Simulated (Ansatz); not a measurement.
Reaction (ligand exchange at the Al–C bond): `C[CH2][Al]([CH3])[Cl]` + CH₃NH₂ → `C[NH][Al]([CH3])[Cl]` + ethane

Isolated molecules relaxed with PBE0-D4/def2-TZVP in Ansatz; ΔE leaves out vibrations. CCSD(T)/CBS adds triple-zeta CCSD(T) − MP2 to the extrapolated MP2 energy (def2 sets, frozen cores). This one scheme is used for every species. Functionals use def2-TZVPP. HSE06 is defined as in plane-wave codes. Each species was taken in one conformer, which may not be the lowest.

`C[CH2][Al]([CH3])[Cl]`:

Cartesian coordinates in Å:
```
C -1.444 0.972 0.518
C -1.252 -0.507 0.184
Al 0.559 -1.029 -0.325
C 2.079 0.176 -0.442
Cl 0.867 -3.071 -0.776
H -2.478 1.199 0.793
H -1.187 1.616 -0.328
H -0.812 1.284 1.354
H -1.924 -0.808 -0.630
H -1.553 -1.136 1.031
H 2.986 -0.329 -0.781
H 2.288 0.632 0.531
H 1.871 1.001 -1.131
```

CH₃NH₂:

Cartesian coordinates in Å:
```
C -0.037 0.565 0.043
N -0.107 -0.833 -0.345
H 0.485 0.766 0.990
H -1.048 0.970 0.128
H 0.469 1.134 -0.741
H -0.582 -1.376 0.364
H 0.821 -1.225 -0.439
```

`C[NH][Al]([CH3])[Cl]`:

Z-matrix (Å, degrees):
```
C
N 1 1.447
H 1 1.096 2 112.4
H 1 1.096 2 112.3 3 121.6
H 1 1.093 2 110.1 3 -119.2
Al 2 1.762 1 128.9 3 119.2
H 2 1.009 1 112.2 3 -60.8
Cl 6 2.108 2 115.1 1 -180.0
C 6 1.937 2 124.3 1 -0.0
H 9 1.094 6 110.7 2 121.3
H 9 1.094 6 110.7 2 -120.5
H 9 1.092 6 112.5 2 0.4
```

`CC`:

```xyz
8

C     0.411   -0.111   -0.629
C    -0.411    0.111    0.629
H    -0.222   -0.141   -1.519
H     1.143    0.687   -0.773
H     0.960   -1.055   -0.585
H     0.222    0.141    1.519
H    -1.143   -0.687    0.773
H    -0.960    1.055    0.585
```

```json
{"level": "r2SCAN-D4", "ΔE (kJ/mol)": "-109.7", "difference from CCSD(T)/CBS": "-1.6"}
{"level": "BHLYP-D4", "ΔE (kJ/mol)": "-113.0", "difference from CCSD(T)/CBS": "-4.9"}
{"level": "ωB97X-V", "ΔE (kJ/mol)": "-107.1", "difference from CCSD(T)/CBS": "1.0"}
{"level": "BLYP", "ΔE (kJ/mol)": "-109.2", "difference from CCSD(T)/CBS": "-1.1"}
{"level": "HSE06", "ΔE (kJ/mol)": "-103.3", "difference from CCSD(T)/CBS": "4.8"}
{"level": "RPA@PBE/def2-TZVPP", "ΔE (kJ/mol)": "-108.0", "difference from CCSD(T)/CBS": "0.1"}
{"level": "HF/def2-SVP", "ΔE (kJ/mol)": "-116.5", "difference from CCSD(T)/CBS": "-8.4"}
{"level": "CCSD/def2-SVP", "ΔE (kJ/mol)": "-115.6", "difference from CCSD(T)/CBS": "-7.5"}
{"level": "SCS-MP2/def2-QZVPP", "ΔE (kJ/mol)": "-112.2", "difference from CCSD(T)/CBS": "-4.1"}
{"level": "CCSD/CBS(def2)", "ΔE (kJ/mol)": "-109.0", "difference from CCSD(T)/CBS": "-0.9"}
{"level": "CCSD(T)/CBS", "ΔE (kJ/mol)": "-108.1", "difference from CCSD(T)/CBS": "0"}
```

Largest T1 diagnostic among the species: 0.010.

In def2-TZVPP, CCSD(T) changes the Hartree–Fock value by +5.9 kJ/mol (the triples alone add +0.8 kJ/mol) and MP2 by +3.9 kJ/mol. At CCSD(T), def2-SVP lies −7.1 kJ/mol from the extrapolated value and def2-TZVPP −1.5 kJ/mol. Leaving LDA and LC-ωPBE aside and taking each functional with its dispersion term where it has one, the values, not all of them listed here, spread over 11.2 kJ/mol, from BHLYP-D4 to PBE-D4. LDA lies −3.3 kJ/mol from PBE without D4.

CCSD(T)/CBS has its own doubt, a few kJ/mol and more with outer-core shells, so smaller differences from it don't rank the levels.
